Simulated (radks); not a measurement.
The numbers below are computed, except where a source is named.
Spherical quantum dot in the effective-mass picture: electrons in a well V = -V0 / (1 + exp((r - R)/a)) with V0 = 2.56, R = 9.07, a = 0.76, with a point charge +1 (a donor) at the centre, all in effective atomic units (hartree* = m*/eps^2 hartree, bohr* = eps/m* bohr), one dielectric constant everywhere. Level of theory: non-relativistic Kohn-Sham, LDA (Slater exchange, Perdew-Wang correlation), spin-polarised, spherical densities (a radial shooting solver with Libxc functionals). Levels are named by radial order and angular momentum (1s, 1p, 1d, 2s, ...), and open shells are averaged over m.

N = 11, configuration 1s2 1p6 1d(up 2, down 0) 2s(up 1, down 0). This is the lowest configuration that the search found. Occupied and some empty levels:

level    occupation  eigenvalue (hartree*)  <r> (bohr*)
1s up             1                -1.0710        3.743
1s down           1                -1.0372        5.123
1p up             3                -1.0055        5.908
1p down           3               -0.99064        5.909
2s up             1               -0.98970        3.933
1d up             2               -0.94142        6.165
1d down           0               -0.92653        6.165
2s down           0               -0.91114        3.015
1f up             0               -0.85599        6.379
1f down           0               -0.84105        6.383
1g up             0               -0.75143        6.571
1g down           0               -0.73659        6.578
2p up             0               -0.71030        4.666
2p down           0               -0.69304        4.780

Energy (hartree*): total -20.2257, kinetic 1.7016, external -29.866, Hartree 9.8280, exchange-correlation -1.8892.
